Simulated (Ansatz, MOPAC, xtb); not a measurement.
The molecule GaCl+, multiplicity 2 (lowest of 2S+1 = 2, 4 at CCSD(T)/def2-TZVPP on PBE0 minima; our sources give no spin for the ground state, which may be another). No spin–orbit coupling. Ga is treated without relativity.

Constants: fifth-degree fit in 1/R to seven points, most abundant isotopes. Runs in def2 and cc sets follow the lowest solution found near the PBE0 minimum.

The values were computed with Ansatz (a quantum-chemistry and plane-wave program) with Gaussian orbitals; MOPAC for PM6 (differences of heats of formation); xtb for the GFN methods. Each number belongs to the level named beside it. The GFN methods have no spin term and hold the electronic entropy of 300 K.

| level | r_e (Å) | ω_e (cm⁻¹) | B_e (cm⁻¹) | ω_e x_e (cm⁻¹) |
|---|---|---|---|---|
| PM6 | 2.053 | 462 | 0.172 | 3.2 |
| GFN1-xTB | 2.148 | 378 | 0.157 | 2.5 |
| GFN2-xTB | 2.176 | 284 | 0.153 | 1.5 |
| SVWN5/def2-TZVPP | 2.077 | 430 | 0.168 | 2.7 |
| PBE/def2-TZVPP | 2.116 | 399 | 0.162 | 3.0 |
| r2SCAN/def2-TZVPP | 2.078 | 443 | 0.168 | 2.9 |
| B97M-V/def2-TZVPP | 2.092 | 420 | 0.166 | 3.4 |
| B3LYP/def2-TZVPP | 2.123 | 385 | 0.161 | 3.7 |
| PBE0/def2-TZVPP | 2.089 | 428 | 0.167 | 3.2 |
| BHLYP/def2-TZVPP | 2.095 | 416 | 0.166 | 4.2 |
| CAM-B3LYP/def2-TZVPP | 2.095 | 411 | 0.166 | 3.9 |
| wB97X-V/def2-TZVPP | 2.082 | 437 | 0.168 | 3.6 |
| wB97M-V/def2-TZVPP | 2.090 | 425 | 0.166 | 3.6 |
| B2PLYP/def2-TZVPP | 2.097 | 424 | 0.165 | 3.2 |
| CCSD/def2-TZVPP | 2.084 | 440 | 0.167 | 3.9 |
| CCSD/def2-QZVPP | 2.070 | 446 | 0.170 | 3.9 |
| CCSD(T)/def2-TZVPP | 2.087 | 440 | 0.167 | 3.3 |
| CCSD(T)/def2-QZVPP | 2.074 | 443 | 0.169 | 3.4 |
| CCSD(T)/CBS(def2-TZVPP, def2-QZVPP) | 2.068 | 445 | 0.170 | 3.4 |

Correlated levels freeze the inner cores; with def2 sets outer-core shells near the valence are correlated too. CBS: X⁻³ extrapolation of the correlation energy, Hartree–Fock from the larger set. The state that PM6 reach isn't checked.
